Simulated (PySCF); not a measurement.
Circular dichroism: `C(=O)[C@@H]1C[Se]C[C@@H]1F`, C5H7FOSe

Geometry:
```tsv
atom	x (Å)	y (Å)	z (Å)
O1	1.666	-0.862	-1.678
C2	1.282	0.123	-1.120
C3	0.770	0.167	0.306
C4	0.514	-1.223	0.861
Se5	-1.324	-1.720	0.300
C6	-1.604	0.112	-0.358
C7	-0.557	0.937	0.366
F8	-0.429	2.179	-0.212
H9	1.279	1.112	-1.612
H10	1.530	0.696	0.895
H11	0.556	-1.248	1.950
H12	1.212	-1.950	0.446
H13	-1.434	0.139	-1.436
H14	-2.621	0.433	-0.140
H15	-0.845	1.113	1.411
```

The calculation used TDDFT PBE0/aug-cc-pVDZ circular dichroism and optical rotation, one conformer, gas phase in PySCF. Geometry: GFN2-xTB.

The molecule is flexible and this is one conformer; a measurement averages over conformers. The calculation is non-relativistic, which matters for the atoms heavier than Zn. States above about 6.4 eV lie in this functional's continuum (it starts at minus the energy of the highest occupied orbital, well below the true ionisation energy for most functionals) and depend on the basis.

Task: What are the CIP labels of the stereocentres?

Result: C3 S, C7 R.

Task: Which excitations and rotatory strengths does the calculation give?

Result: Rotatory strengths R in 10⁻⁴⁰ esu² cm², velocity form and length form (origin at the centre of mass); f in length form.
```csv
state,E (eV),λ (nm),f,R (velocity),R (length),main
1,4.17,297,0.0005,-4.4,-4.3,"HOMO→LUMO 0.74, HOMO−1→LUMO 0.25"
2,4.24,292,2e-05,+0.2,-0.2,"HOMO−1→LUMO 0.70, HOMO→LUMO 0.26"
3,4.36,284,0.0001,+4.0,+4.1,HOMO→LUMO+1 0.95
4,5.31,233,0.022,-4.2,-4.2,"HOMO→LUMO+2 0.86, HOMO→LUMO+3 0.12"
5,5.55,224,0.012,-1.2,-1.1,"HOMO→LUMO+3 0.67, HOMO→LUMO+5 0.19"
6,5.92,210,0.006,-8.1,-8.1,"HOMO→LUMO+4 0.47, HOMO→LUMO+5 0.36"
7,6.03,206,0.009,-4.3,-4.5,"HOMO→LUMO+4 0.43, HOMO→LUMO+5 0.40"
8,6.24,199,0.002,-1.4,-1.2,"HOMO−1→LUMO+1 0.73, HOMO→LUMO+6 0.20"
9,6.26,198,0.003,+4.5,+4.3,"HOMO→LUMO+6 0.59, HOMO−1→LUMO+1 0.25"
10,6.57,189,0.006,+8.0,+8.0,HOMO→LUMO+7 0.88
11,6.58,188,0.006,-8.8,-8.8,HOMO−1→LUMO+2 0.86
12,6.69,185,0.008,+1.2,+1.1,HOMO−2→LUMO 0.93
13,6.71,185,0.027,-9.3,-9.8,"HOMO→LUMO+8 0.76, HOMO→LUMO+9 0.19"
14,6.73,184,0.006,+6.7,+6.7,"HOMO→LUMO+9 0.69, HOMO→LUMO+8 0.18"
15,7.01,177,0.012,-0.6,-0.4,"HOMO→LUMO+10 0.87, HOMO→LUMO+9 0.08"
16,7.10,175,0.003,+9.4,+9.3,"HOMO−1→LUMO+4 0.69, HOMO−1→LUMO+3 0.24"
```

For state 2 the two forms differ in sign, so the sign of R isn't settled.

Among the states computed, the strongest CD band (largest |R|) is state 16. The largest dissymmetry factor in size, g = 4R/(D+G), with D and G the electric and magnetic dipole strengths, is +0.27 for state 3 (velocity form, f = 9e-05), among bands with |R| over 0.5. The mirror image has the same energies and oscillator strengths and all R with the opposite sign.
